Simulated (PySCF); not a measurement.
A side-by-side comparison of computed properties.

First species: C7H12Ge.
Structure used (PBE0-D3(BJ)/def2-SVP), in Å, numbered top down from 1:
```xyz
20
C7H12Ge angstrom
C      1.7374   -1.6331   -0.3116
C      1.6113   -0.3259   -0.0547
C      2.7243    0.6522   -0.2903
Ge    -0.0707    0.3921    0.6299
C     -1.0804    1.3984   -0.7372
C     -2.3148    0.5576   -0.9107
C     -2.5106   -0.5343   -0.1559
C     -1.4973   -0.9428    0.8776
H      0.9266   -2.3472   -0.1383
H      2.6707   -2.0482   -0.7136
H      3.6196    0.1641   -0.7069
H      2.4152    1.4492   -0.9879
H      3.0138    1.1573    0.6467
H      0.2218    1.2380    1.8891
H     -0.5207    1.5029   -1.6819
H     -1.3279    2.4208   -0.4053
H     -3.0589    0.8459   -1.6625
H     -3.4154   -1.1392   -0.2874
H     -1.9161   -0.9083    1.8975
H     -1.1498   -1.9783    0.7246
```

Second species: C7H12Ge.
Numbering: `[CH3:1][C:2]#[C:3][C@@H:4]1[CH2:5][CH2:6][CH2:7][GeH2:8]1` (hydrogens: H9, H10, H11 on C1; H12 on C4; H13, H14 on C5; H15, H16 on C6; H17, H18 on C7; H19, H20 on Ge8)

Levels: CAM-B3LYP/def2-SVPD for HOMO energy, LUMO energy, HOMO–LUMO gap and static isotropic polarisability; TDDFT CAM-B3LYP/def2-SVPD for lowest singlet excitation; TDA CAM-B3LYP/def2-SVPD for lowest triplet excitation (Tamm–Dancoff); ΔSCF CAM-B3LYP/def2-SVPD for vertical ionisation energy. Geometries: PBE0-D3(BJ)/def2-SVP. Each species is one conformer at its optimised geometry, gas phase, non-relativistic unless stated; the electronic structure was computed with PySCF and density fitting.

```csv
property,column X,column Y
HOMO energy,-8.31 eV,-7.88 eV
LUMO energy,1.04 eV,1.09 eV
HOMO–LUMO gap,9.35 eV,8.97 eV
lowest singlet excitation,6.58 eV,6.06 eV
lowest triplet excitation (Tamm–Dancoff),4.24 eV,5.22 eV
static isotropic polarisability,109.9 au,112.2 au
vertical ionisation energy,9.03 eV,8.53 eV
```

Question: Which column belongs to which species?

Answer: Column X is the first species and column Y the second. The first has 20 atoms and 86 electrons, the second 20 and 86.

Question: How does each property change from the first species to the second?

Answer: HOMO energy +0.43 eV; LUMO energy +0.05 eV; HOMO–LUMO gap -0.38 eV; lowest singlet excitation -0.52 eV; lowest triplet excitation (Tamm–Dancoff) +0.98 eV; static isotropic polarisability +2.3 au; vertical ionisation energy -0.50 eV.

On the first: The vertical singlet–triplet gap S1 − T1 is 2.34 eV (TDDFT singlet less Tamm–Dancoff triplet). S1 lies 2.77 eV below the HOMO–LUMO gap. The calculation is non-relativistic and has no spin–orbit coupling, an omission that weighs most on germanium.

On the second: No computed singlet falls in the visible range (750 to 380 nm, 1.65 to 3.26 eV); S1 lies 2.80 eV above its blue end. The polarisability is 16.63 Å³ as a volume (1 au = 0.148185 Å³), or 1.31 au for each of the 86 electrons. The calculation is non-relativistic and has no spin–orbit coupling, an omission that weighs most on germanium.
